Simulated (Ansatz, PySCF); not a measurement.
C6H14O, charge +1, doublet, at a GFN2-xTB geometry (a state made from the parent by changing its charge; the spin is typed, not shown lowest). Base run: MP2/STO-3G (PySCF).

Input for PySCF:
```python
from pyscf import gto, scf, mp

mol = gto.Mole()
mol.atom = '''
    C    -2.39747019    0.68447960   -0.78394350
    C    -1.22640354    0.42826786    0.18816510
    C    -1.48207930   -0.77524520    1.04735618
    C     0.00357110    0.20411587   -0.72544907
    C     1.28679311    0.24486838    0.12461970
    C     2.46853017    0.11074663   -0.87135678
    O     1.29826544   -0.83352335    0.99866191
    H    -3.29333536    0.82998835   -0.18194839
    H    -2.56093221   -0.15954709   -1.44876426
    H    -2.21676399    1.57514553   -1.37774144
    H    -1.07198714    1.32120796    0.79977468
    H    -2.08767816   -0.54857255    1.92277858
    H    -1.91606448   -1.59498070    0.47696701
    H    -0.51232359   -1.14999851    1.43107904
    H     0.06266683    0.98202076   -1.48353325
    H    -0.07986545   -0.76701298   -1.21272280
    H     1.36857371    1.20091466    0.65582542
    H     2.45330871    0.93370133   -1.57754900
    H     3.39390629    0.13468760   -0.29897286
    H     2.41034308   -0.83365180   -1.40482413
    H     1.74638005   -0.63911477    1.83398661
'''
mol.basis = 'sto-3g'
mol.charge = 1
mol.spin = 1
mol.verbose = 3
mol.build()

mf = scf.UHF(mol)
mf.kernel()

pt = mp.MP2(mf)
pt.kernel()
print('E(MP2) = %.10f' % pt.e_tot)
```

The same geometry, method and basis name were run in Ansatz (an electronic-structure program) and PySCF, at each program's defaults and at the settings that a row names. The base is PySCF at its defaults. Differences at the defaults can come from grids, fitting, cores and function types together.

| code and settings | ΔE vs base (mEh) | basis functions | E (Eh) | SCF cycles |
|---|---|---|---|---|
| PySCF, defaults (exact integrals, spherical functions, all electrons correlated) | 0.000 | 49 | -306.53795 | 17 |
| Ansatz, defaults (factorised integrals, spherical functions, frozen core) | 3.074 | 49 | -306.53487 | - |
| PySCF, frozen core | 3.027 | 49 | -306.53492 | 17 |
| Ansatz, high accuracy, frozen core | 3.027 | 49 | -306.53492 | - |

Open shells are given as the SCF converged; they aren't shown to be the lowest states, and a large step between rows can be another state.
